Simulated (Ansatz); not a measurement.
Basis-set extrapolation for C2H7FO2Si2, SMILES `O[SiH](O)/C=C\[SiH2]F` (PBE0-D4/def2-TZVP geometry, frozen core, Ansatz). Multiplicity 1, RHF reference.

```tsv
	def2-TZVPP	def2-QZVPP
HF	-907.174534	-907.208638
MP2 correlation	-1.288318	-1.392167
CCSD(T) correlation	-1.380830	not run
```

Energies in hartree. Use E(X) = E(∞) + A·exp(−7.88·√X) for Hartree–Fock and E(X) = E(∞) + B·X^(−2.97) for correlation, with X = 3 and 4, and add CCSD(T) minus MP2 of the smaller set to the MP2 limit.

Q: What is the CCSD(T) energy at the basis-set limit?

A: HF limit: -907.208638 + (-0.034104) × 0.13774 = -907.21334. MP2 limit: -1.392167 + (-0.103849) × 0.74074 = -1.46909. Higher-order term: -1.380830 − (-1.288318) = -0.09251. Total: -908.77494 hartree, 5.97 eV below CCSD(T)/def2-TZVPP.
